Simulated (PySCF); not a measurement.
Vertical excitation energies

C₄H₅FO₂S.
InChI=1S/C4H5FO2S/c5-4-1-2-8(6,7)3-4/h1H,2-3H2

The calculation used TDDFT PBE0/def2-SVPD, vertical, gas phase, core orbitals frozen in the response (PySCF). Isolated species at its PBE0-D3(BJ)/def2-SVP geometry (one conformer only).

Question: List the vertical singlet excitations with oscillator strengths and describe the spectrum.

Answer: 

```tsv
state	E (eV)	E (kJ/mol)	λ (nm)	f	|μ| (D)	main configurations (H = HOMO, L = LUMO)
S1	6.79	655	182.7	0.017	0.81	H-1→L (95%)
S2	6.91	666	179.5	0.121	2.15	H→L (83%)
S3	7.20	694	172.3	0.0044	0.40	H→L+1 (66%), H→L+2 (30%)
S4	7.36	710	168.5	0.0015	0.23	H-2→L (92%)
S5	7.38	712	168.0	0.0012	0.21	H→L+2 (44%), H→L+1 (26%), H→L+3 (15%)
S6	7.64	737	162.2	0.0019	0.26	H→L+3 (68%), H→L+2 (17%)
```

The lowest singlet comes at 183 nm (655 kJ/mol) in the vacuum ultraviolet; it is weak; its leading configuration is HOMO-1→LUMO (95%). The strongest level in the table is S2 at 6.91 eV (179 nm, f = 0.121). Löwdin shares by element: HOMO carbon 70% or more, fluorine 12% (atoms not listed hold the other 17%); LUMO carbon 67% or more, fluorine 7% (atoms not listed hold the other 26%). The listed states span 0.86 eV, and the widest gap between neighbours is 0.29 eV (S2 to S3). Of the 6 states listed, 2 reach f = 0.01 and none stays under 0.0005. Orbital energies (eV): HOMO-3 -9.59, HOMO-2 -9.13, HOMO-1 -8.71, HOMO -8.11, LUMO -0.62, LUMO+1 0.34, LUMO+2 0.58. Only the lowest 6 singlets were computed, as vertical energies without vibronic structure.
